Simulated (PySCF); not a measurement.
## Working with the constants of CuBr

RHF-CCSD(T) constants of CuBr, ¹Σ⁺ (singlet), closed shell (PySCF, spin-free X2C with a Gaussian nucleus, basis sets Cu x2c-TZVPPall, Br x2c-TZVPPall; masses 62.9296 and 78.9183 u):

```
ωe                       : 304.7 cm⁻¹
ωexe                     : 0.827 cm⁻¹
Be                       : 0.10006 cm⁻¹
αe                       : 0.000423 cm⁻¹
D (centrifugal)          : 4.32e-08 cm⁻¹
De to Cu (3d10 4s1) + Br : 3.31 eV
```

Task: Give the band origin of the fundamental and the first lines of its P and R branches.

Result: ν0 = ωe − 2ωexe = 303.0 cm⁻¹, B0 = 0.099848, B1 = 0.099425 cm⁻¹.

```csv
J″,P(J″) − ν0,R(J″) − ν0
0,,0.199
1,-0.200,0.397
2,-0.400,0.594
3,-0.602,0.790
4,-0.804,0.986
5,-1.007,1.180
6,-1.211,1.374
```

Task: Near which J would the R branch turn back, without centrifugal distortion?

Result: At J ≈ (B0 + B1)/(2(B0 − B1)) − 1 ≈ 230.

Correlated steps freeze 14 core orbitals. Where the molecule has an RHF reference, its open-shell atoms are computed with UHF. The CCSD T1 diagnostic is raised, a sign that a single reference may not be enough here.
